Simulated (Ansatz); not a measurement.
```xyz
2

B    -0.0263    0.0304   -0.7572
B     0.0341   -0.0266    0.7617
```

Basis set: aug-cc-pVDZ (spherical functions). Left uncorrelated: 2 orbitals. Charge 0, multiplicity 3.

Computed with Ansatz (development build ahead of 0.2.0); each method stands on the lowest determinant of its kind that the runs found.

The atomization energy at this shape (free ground-state atoms in the same class of orbitals less the molecule, no zero-point energy) of triplet B₂:

```tsv
method	atomization energy
UHF	2.28 eV
```

Question: What does UHF-MP2 give?

Answer: 2.40 eV. Caution: the unrestricted determinant is a mixture of spin states.
